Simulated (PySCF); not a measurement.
Two species compared at the same levels of theory.

First species: C8H7N.
SMILES: `c1ccn2c(ccc2)c1`

Second species: C₅H₉N.
Structure used (GFN2-xTB), in Å, numbered top down from 1:
```xyz
15
C5H9N angstrom
C     -2.0577   -0.4330   -0.2522
C     -0.6066   -0.5686    0.1915
C      0.1558    0.7435    0.0219
C      1.6299    0.6076    0.4259
C      2.3277   -0.2997   -0.4492
N      2.8711   -1.0148   -1.1565
H     -2.5845   -1.3753   -0.1251
H     -2.1108   -0.1502   -1.3012
H     -2.5677    0.3282    0.3350
H     -0.5749   -0.8740    1.2405
H     -0.1157   -1.3476   -0.3964
H     -0.3057    1.5180    0.6391
H      0.0969    1.0642   -1.0208
H      1.7089    0.2298    1.4496
H      2.1289    1.5799    0.3760
```

Levels: PBE0/pcSseg-1 for dipole moment, HOMO energy, LUMO energy and HOMO–LUMO gap; GFN2-xTB for rotational constant A and rotational constant C. Geometries: GFN2-xTB. Each structure is a single optimised conformer of the isolated species, non-relativistic unless stated. Electronic properties by PySCF.

Dipoles, sizes and rotational constants follow the conformer. The torsions of the flexible species, by atom-mapped SMILES:
- `[CH3:1][CH2:2][CH2:3][CH2:4][C:5]#[N:6]`: C1–C2–C3–C4 -178°, C2–C3–C4–C5 65°

Values for the first species:

```
Dipole moment         : 1.19 D
HOMO energy           : -5.51 eV
LUMO energy           : -0.74 eV
HOMO–LUMO gap         : 4.77 eV
Rotational constant A : 4.015 GHz
Rotational constant C : 1.199 GHz
```

(1) Estimate the same properties for the second species, and the change in each.

Answers

(1) 
```tsv
property	first	second	second less first
dipole moment	1.19 D	3.98 D	+2.79 D
HOMO energy	-5.51 eV	-9.18 eV	-3.67 eV
LUMO energy	-0.74 eV	0.71 eV	+1.45 eV
HOMO–LUMO gap	4.77 eV	9.89 eV	+5.12 eV
rotational constant A	4.015 GHz	7.680 GHz	+3.665 GHz
rotational constant C	1.199 GHz	1.592 GHz	+0.393 GHz
```

On the first: The dipole matches unit charges of opposite sign 0.25 Å apart (1 e·Å = 4.8032 D). A dipole of 1.19 D is allowed in Cs, and pure rotational transitions are dipole-allowed.

On the second: The dipole matches unit charges of opposite sign 0.83 Å apart (1 e·Å = 4.8032 D). A dipole of 3.98 D is allowed in C1, and pure rotational transitions are dipole-allowed.
